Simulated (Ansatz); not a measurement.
One change: `C[O][SnH]([SH])[O]C` becomes `C[O][SnH]([CH3])[SH]`.

Ansatz, PBE0-D4/def2-TZVP geometries, multiplicity 1. Each molecule was computed in one conformer, which needn't be the lowest.

Elements past krypton have def2 core potentials.

```
                                        property  `C[O][SnH]([SH])[O]C`
             LUMO energy (B3LYP/def2-TZVPP) / eV                  -1.26
size of the dipole moment (B3LYP/def2-TZVPP) / D                   0.85
             HOMO–LUMO gap (PBE/def2-TZVPP) / eV                   4.36
           LUMO energy (ωB97M-V/def2-TZVPP) / eV                   1.00
  size of the dipole moment (PBE/def2-TZVPP) / D                   0.87
               LUMO energy (PBE/def2-TZVPP) / eV                  -1.90
```

(1) Give the same properties after the change, and the shifts. (Estimate.)

## Answers

(1) Computed: 
```tsv
property	`C[O][SnH]([CH3])[SH]`	shift
LUMO energy (B3LYP/def2-TZVPP) / eV	-0.62	0.64
size of the dipole moment (B3LYP/def2-TZVPP) / D	1.51	0.66
HOMO–LUMO gap (PBE/def2-TZVPP) / eV	4.69	0.33
LUMO energy (ωB97M-V/def2-TZVPP) / eV	1.53	0.53
size of the dipole moment (PBE/def2-TZVPP) / D	1.45	0.58
LUMO energy (PBE/def2-TZVPP) / eV	-1.25	0.65
```

With PBE0 the HOMO rises by 0.32 eV and the LUMO rises by 0.63 eV, so the gap widens by about 0.31 eV. PBE moves the HOMO by 0.33 eV and ωB97M-V by 0.32 eV. Dipoles are sizes alone; their direction can turn.

B3LYP here is the variant with VWN-RPA as its local correlation; programs differ in this.
